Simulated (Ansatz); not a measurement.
The same redistribution along the group O, S, Se.

Calculated with Ansatz (gas phase, PBE0-D4/def2-TZVP geometries, no zero-point term in ΔE). CCSD(T)/CBS adds triple-zeta CCSD(T) − MP2 to the extrapolated MP2 energy (def2 sets, frozen cores). def2 core potentials past Kr. For Ge, In, Se outer-core shells are correlated without core-valence functions, which leaves a few kJ/mol of doubt a bond. Scalar relativity is left out up to krypton. One conformer a species, not always the lowest.

**Question.** Order these by ΔE at CCSD(T)/CBS, lowest first. (Best estimate.)
A. `[F][InH][SH]` + `C[SiH](F)[GeH3]` → `[F][InH][GeH3]` + `C[SiH](F)S`
B. `[F][InH][SeH]` + `C[SiH](F)[GeH3]` → `[F][InH][GeH3]` + `C[SiH](F)[SeH]`
C. `[OH][InH][F]` + `C[SiH](F)[GeH3]` → `[F][InH][GeH3]` + `C[SiH](O)F`

**Answer.** C (-134.4 kJ/mol), A (-22.2 kJ/mol), B (-3.8 kJ/mol).

Largest T1 diagnostic: 0.017, for `[OH][InH][F]`.
